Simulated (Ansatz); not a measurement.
This geometry of AlF2H2N + H2 (8 atoms, charge 0, multiplicity 1) is a first-order saddle point.

These are results of RKS B3LYP/def2-SVP in Ansatz 0.2.0, not measurements.

```xyz
8
Properties=species:S:1:pos:R:3
Al -0.031 0.266 0.165
N -0.029 0.061 2.028
H -0.820 -0.341 2.533
H 0.832 -0.128 2.543
F 1.438 0.092 -0.594
F -1.433 -0.199 -0.597
H -0.205 1.966 0.711
H -0.168 1.405 1.548
```

Problem. Which two structures does it join? (They come from a converged band through this point; their orientation in space is the band's.)

Solution. Bonds broken: H7–H8. Bonds formed: Al1–H7, N2–H8. AlF2H2N + H2 becomes AlF2H4N.

Image 0:

```xyz
8
Properties=species:S:1:pos:R:3
Al -0.007 -0.004 0.402
N 0.027 -0.366 2.124
H -0.785 -0.628 2.673
H 0.872 -0.447 2.679
F 1.402 0.216 -0.447
F -1.426 -0.092 -0.456
H -0.256 2.302 0.307
H -0.242 2.141 1.055
```

Image 8:

```xyz
8
Properties=species:S:1:pos:R:3
Al -0.068 0.571 0.002
N -0.047 0.308 2.033
H -0.810 -0.329 2.280
H 0.836 -0.145 2.288
F 1.433 -0.130 -0.300
F -1.384 -0.431 -0.309
H -0.232 2.121 -0.250
H -0.144 1.158 2.593
```

Problem. How far does it lie above each of them?

Solution. 0.67 eV above the first and 1.54 eV above the second. This is the barrier of this one path; another mechanism may lie lower. The orbitals stay closed-shell, which can raise the energy where a bond breaks towards radicals; this wasn't checked here.

Time of the run: 3.2 min on 1 thread of Arm Neoverse V1 (shared host), peak memory 0.15 GiB.
